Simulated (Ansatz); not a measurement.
An input meant for the cluster Cs2Cl2⁻ (charge -1, doublet).

```yaml
crystal:
  periodic: [false, false, false]
  atoms:
    - {symbol: Cs, position_ang: [2.658263, -1.034704, 1.117144]}
    - {symbol: Cs, position_ang: [-2.655118, 1.035311, -1.124042]}
    - {symbol: Cl, position_ang: [-0.362598, -1.241836, -0.287353]}
    - {symbol: Cl, position_ang: [0.359454, 1.241229, 0.294241]}
basis:
  gaussian: {orbitals: def2-SVPD, fitting: {mean_field: cc-pVTZ-jkfit}}
total_charge: -1
magnetization: {spin_polarized: true, initial_magnetization: 1}
hamiltonian: {xc: {name: PBE0}}
scf: {lower_state_search: off}
output: {forces: true}
```

```sh
$ ansatz run in.yaml --threads 4 --pin off --events-out ev --progress --plain --max-ram 3916MiB
```

Output, abridged:

```
Functional definition: PBE0
Error: [file] the basis set cc-pVTZ-JKFIT has no functions for Cs
```

In the def2 sets Cs takes a core potential; there is no spin–orbit coupling.
